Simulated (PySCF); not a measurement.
PySCF job for Hf(F)2(SH)2 (F₂H₂HfS₂), SMILES [F][Hf]([F])([SH])[SH], multiplicity 1, TDA-PBE/def2-SVPD. The structure is a stationary point at B3LYP-D3(BJ)/def2-SVP. A frequency run showed that this geometry is not a minimum. The spin state was assumed, not searched. The structure was generated by enumeration; whether it is a known compound was not checked. The def2 effective core potentials stand for the cores of Hf; spin–orbit coupling is left out. Other conformers were not sampled.

```python
import numpy as np
from pyscf import gto, scf, dft, tdscf

mol = gto.M(
    atom='''
    Hf   -0.00000000   -0.00000000    0.21236752
    F     0.00000000   -1.51187632    1.37764937
    F     0.00000000    1.51187631    1.37764937
    S    -1.97640302    0.00000000   -1.24025303
    H    -2.84822225    0.00000001   -0.20002656
    S     1.97640303    0.00000000   -1.24025303
    H     2.84822225    0.00000001   -0.20002657
    ''',
    basis='def2-SVPD',
    ecp={'Hf': 'def2-svp'},
    charge=0,
    spin=0,
    symmetry=True,
    max_memory=1600,
    verbose=4,
)
mf = dft.RKS(mol, xc='pbe').density_fit(auxbasis='def2-universal-jkfit')
mf.grids.level = 3
mf.conv_tol = 1e-9
mf.max_cycle = 100
mf.kernel()
mf.grids = dft.Grids(mol).set(level=1).build(with_non0tab=True)  # coarser grid for the response kernel
td = tdscf.TDA(mf)
td.singlet = True
td.nstates = 10
td.conv_tol = 1e-4
td.positive_eig_threshold = 1e-6
td.kernel(x0=td.get_init_guess(mf, 15))
td.analyze()
tt = tdscf.TDA(mf)
tt.singlet = False
tt.nstates = 4
tt.conv_tol = 1e-4
tt.positive_eig_threshold = 1e-6
tt.kernel(x0=tt.get_init_guess(mf, 9))
tt.analyze(verbose=3)
```

Program output:

```
PySCF version 2.14.0

[INPUT] verbose = 4
[INPUT] num. atoms = 7
[INPUT] num. electrons = 64
[INPUT] charge = 0
[INPUT] spin (= nelec alpha-beta = 2S) = 0
[INPUT] symmetry True subgroup None
[INPUT] Mole.unit = angstrom
[INPUT] Symbol           X                Y                Z      unit          X                Y                Z       unit  Magmom
[INPUT]  1 Hf     0.000000000000   0.000000000000   0.212367520000 AA    0.000000000000   0.000000000000   0.401316450553 Bohr   0.0
[INPUT]  2 F      0.000000000000  -1.511876320000   1.377649370000 AA    0.000000000000  -2.857032179015   2.603380004980 Bohr   0.0
[INPUT]  3 F      0.000000000000   1.511876310000   1.377649370000 AA    0.000000000000   2.857032160118   2.603380004980 Bohr   0.0
[INPUT]  4 S     -1.976403020000   0.000000000000  -1.240253030000 AA   -3.734860419563   0.000000000000  -2.343738551862 Bohr   0.0
[INPUT]  5 H     -2.848222250000   0.000000010000  -0.200026560000 AA   -5.382359994392   0.000000018897  -0.377995416039 Bohr   0.0
[INPUT]  6 S      1.976403030000   0.000000000000  -1.240253030000 AA    3.734860438461   0.000000000000  -2.343738551862 Bohr   0.0
[INPUT]  7 H      2.848222250000   0.000000010000  -0.200026570000 AA    5.382359994392   0.000000018897  -0.377995434936 Bohr   0.0

nuclear repulsion = 301.284227759005
point group symmetry = C2v
symmetry origin: [ 2.43835627e-09 -1.06678092e-09  1.52397219e-10]
symmetry axis x: [ 1.00000000e+00  6.22656069e-18 -4.16302244e-09]
symmetry axis y: [5.46601645e-18 1.00000000e+00 2.80867518e-09]
symmetry axis z: [ 4.16302244e-09 -2.80867485e-09  1.00000000e+00]
num. orbitals of irrep A1 = 57
num. orbitals of irrep A2 = 20
num. orbitals of irrep B1 = 40
num. orbitals of irrep B2 = 34
number of shells = 61
number of NR pGTOs = 236
number of NR cGTOs = 151
basis = def2-SVPD
ecp = {'Hf': 'def2-svp'}


[settings echo left out]
init E= -1032.00737624169
HOMO (B2) = -0.441325086195674  LUMO (A1) = -0.381772230040599  gap/eV = 1.62052
cycle= 1 E= -1044.04287993777  delta_E=  -12  |g|= 1.46  |ddm|= 7.98
HOMO (A1) = -0.0657266510911168  LUMO (B2) = -0.0544622251142566  gap/eV = 0.30652
cycle= 2 E= -1040.42052133164  delta_E= 3.62  |g|= 3.42  |ddm|=    5
HOMO (A2) = -0.234046987183648  LUMO (A1) = -0.0484130468047981  gap/eV = 5.05136
cycle= 3 E= -1044.34491738212  delta_E= -3.92  |g|= 1.15  |ddm|=  3.9
HOMO (B2) = -0.255706683233631  LUMO (A1) = -0.140618084604141  gap/eV = 3.13172
cycle= 4 E= -1044.60693325896  delta_E= -0.262  |g|= 0.486  |ddm|= 1.55
HOMO (A2) = -0.272736437706149  LUMO (A1) = -0.130960087122824  gap/eV = 3.85793
cycle= 5 E= -1044.66189138889  delta_E= -0.055  |g|= 0.152  |ddm|= 0.63
HOMO (A2) = -0.255411608465438  LUMO (A1) = -0.121328065783442  gap/eV = 3.64860
cycle= 6 E= -1044.66846455705  delta_E= -0.00657  |g|= 0.0432  |ddm|= 0.238
HOMO (A2) = -0.257717155891809  LUMO (A1) = -0.121899689069924  gap/eV = 3.69578
cycle= 7 E= -1044.66888505282  delta_E= -0.00042  |g|= 0.0164  |ddm|= 0.0595
HOMO (A2) = -0.257789137683891  LUMO (A1) = -0.121876161168093  gap/eV = 3.69838
cycle= 8 E= -1044.66896787051  delta_E= -8.28e-05  |g|= 0.00294  |ddm|= 0.0194
HOMO (A2) = -0.257610385776874  LUMO (A1) = -0.121727725248441  gap/eV = 3.69756
cycle= 9 E= -1044.66897041846  delta_E= -2.55e-06  |g|= 0.000654  |ddm|= 0.00425
HOMO (A2) = -0.257655874427608  LUMO (A1) = -0.12172684422424  gap/eV = 3.69882
cycle= 10 E= -1044.6689705475  delta_E= -1.29e-07  |g|= 9.76e-05  |ddm|= 0.000969
HOMO (A2) = -0.257649237691293  LUMO (A1) = -0.121722050539446  gap/eV = 3.69877
cycle= 11 E= -1044.66897055007  delta_E= -2.57e-09  |g|= 3.82e-05  |ddm|= 0.000149
HOMO (A2) = -0.257650099533041  LUMO (A1) = -0.121724733307231  gap/eV = 3.69872
cycle= 12 E= -1044.66897055053  delta_E= -4.57e-10  |g|= 5.43e-06  |ddm|= 4.75e-05
HOMO (A2) = -0.25764927029225  LUMO (A1) = -0.121724770828645  gap/eV = 3.69869
Extra cycle  E= -1044.66897055048  delta_E= 4.82e-11  |g|= 1.5e-05  |ddm|= 2.08e-05
converged SCF energy = -1044.66897055048
tot grids = 37016
Overwritten attributes  positive_eig_threshold  of <class 'pyscf.tdscf.rks.TDA'>


******** <class 'pyscf.tdscf.rks.TDA'> for <class 'pyscf.df.df_jk.DFSymAdaptedRKS'> ********
nstates = 10 singlet
deg_eia_thresh = 1.000e-03
wfnsym = None
conv_tol = 0.0001
eigh lindep = 1e-12
eigh level_shift = 0
eigh max_cycle = 100


Excitation energies (eV)
[3.73504258 3.74211332 4.59222629 4.98934779 5.07354695 5.21160057
 5.22666194 5.46203543 5.47707251 5.53185534]

** Singlet excitation energies and oscillator strengths **
Excited State   1:   A2      3.73504 eV    331.95 nm  f=0.0000
      32 -> 33        0.70609
Excited State   2:   B2      3.74211 eV    331.32 nm  f=0.0003
      31 -> 33       -0.70647
Excited State   3:   B1      4.59223 eV    269.99 nm  f=0.0033
      30 -> 33        0.65475
      31 -> 34       -0.26179
Excited State   4:   A1      4.98935 eV    248.50 nm  f=0.0070
      29 -> 33       -0.37164
      31 -> 38       -0.13718
      32 -> 34        0.57745
Excited State   5:   B1      5.07355 eV    244.37 nm  f=0.0621
      30 -> 33       -0.23260
      30 -> 37       -0.10105
      31 -> 34       -0.61902
      32 -> 38        0.19903
Excited State   6:   A2      5.21160 eV    237.90 nm  f=0.0000
      31 -> 35       -0.70381
Excited State   7:   B2      5.22666 eV    237.21 nm  f=0.0031
      32 -> 35        0.69996
Excited State   8:   A1      5.46204 eV    226.99 nm  f=0.0216
      29 -> 33       -0.56758
      29 -> 37       -0.11264
      30 -> 35       -0.19466
      31 -> 38        0.18699
      32 -> 34       -0.28610
Excited State   9:   A2      5.47707 eV    226.37 nm  f=0.0000
      32 -> 36       -0.70110
Excited State  10:   B2      5.53186 eV    224.13 nm  f=0.0521
      30 -> 34        0.25597
      31 -> 36        0.65146

** Transition electric dipole moments (AU) **
state          X           Y           Z        Dip. S.      Osc.
  1        -0.0000      0.0000      0.0000      0.0000      0.0000
  2        -0.0000      0.0535      0.0000      0.0029      0.0003
  3        -0.1702     -0.0000     -0.0000      0.0290      0.0033
  4         0.0000     -0.0000     -0.2395      0.0573      0.0070
  5         0.7069      0.0000     -0.0000      0.4997      0.0621
  6         0.0000     -0.0000      0.0000      0.0000      0.0000
  7         0.0000     -0.1559      0.0000      0.0243      0.0031
  8         0.0000      0.0000      0.4017      0.1614      0.0216
  9         0.0000     -0.0000     -0.0000      0.0000      0.0000
 10        -0.0000      0.6201     -0.0000      0.3846      0.0521

WARN: ECP detected. Skipping calculation of transition velocity and magnetic dipole moments, which have not yet been implemented.



******** <class 'pyscf.tdscf.rks.TDA'> for <class 'pyscf.df.df_jk.DFSymAdaptedRKS'> ********
nstates = 4 triplet
deg_eia_thresh = 1.000e-03
wfnsym = None
conv_tol = 0.0001
eigh lindep = 1e-12
eigh level_shift = 0
eigh max_cycle = 100


Excitation energies (eV)
[3.58591655 3.60264106 4.23472395 4.44149556]

** Triplet excitation energies and oscillator strengths **
Excited State   1:   A2      3.58592 eV    345.75 nm  f=0.0000
Excited State   2:   B2      3.60264 eV    344.15 nm  f=0.0000
Excited State   3:   B1      4.23472 eV    292.78 nm  f=0.0000
Excited State   4:   A1      4.44150 eV    279.15 nm  f=0.0000
```

The calculation finished and met its thresholds.
